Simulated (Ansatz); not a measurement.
A run for Ansatz (an electronic-structure program): R-CCSD(T)/cc-pVDZ on CH4BFO (SMILES CB(O)F), a point of a torsion scan.

Ansatz 0.2 input:
```yaml
crystal:
  periodic: [false, false, false]
  atoms:
    - {symbol: C, position_ang: [-0.86366993, -0.17850250, -0.06199175]}
    - {symbol: B, position_ang: [0.56605975, 0.47551166, 0.09770484]}
    - {symbol: O, position_ang: [1.65423658, -0.01589529, -0.49368508]}
    - {symbol: F, position_ang: [0.73253455, 1.47188987, 0.98847228]}
    - {symbol: H, position_ang: [-1.55682044, 0.53303459, -0.50563443]}
    - {symbol: H, position_ang: [-0.83909304, -1.06217534, -0.69001832]}
    - {symbol: H, position_ang: [-1.27683809, -0.45245606, 0.90532263]}
    - {symbol: H, position_ang: [2.40010647, 0.57182424, -0.61502766]}
basis:
  gaussian:
    orbitals: cc-pVDZ
magnetization: {spin_polarized: false}
correlation: {method: ccsd_t, electrons: outside_noble_gas}
scf: {lower_state_search: off}
```

The head of its log:

```
WARN ansatz: RAYON_NUM_THREADS=1 ignored (pool sized by the plan → 1); use --threads N
Functional definition: HF
these checks for a lower state are left out or cut short: stability, starts, cluster_reference, orbital_swaps, neighbouring_geometries, increment
integrals: 0.05 GiB planned
690 factors; integrals over basis functions are off by at most 1.3e-3 eV
mean field: 0.13 GiB planned
mean field evaluation 1: about -6509.4917 eV, gradient 3.8e1 eV
mean field evaluation 2: about -6509.4942 eV, gradient 3.8e1 eV
mean field evaluation 4: about -6512.3856 eV, gradient 2.9e0 eV
mean field evaluation 8: about -6512.4142 eV, gradient 1.4e-4 eV
mean field -6512.41424178 eV, -239.3268091124 hartree, gradient 1.8e-6 eV, S^2 0.000000; 0 other end points of the search recorded, 0 dependent functions left out
4 core orbitals not correlated
reference -6512.41424178 eV, -239.3268091124 hartree; 12, 12 occupied and 60, 60 virtual orbitals, 690 factors
```

Give the final energy of this run.

-239.9674 hartree (reference determinant -239.3268, T1 diagnostic 0.012).
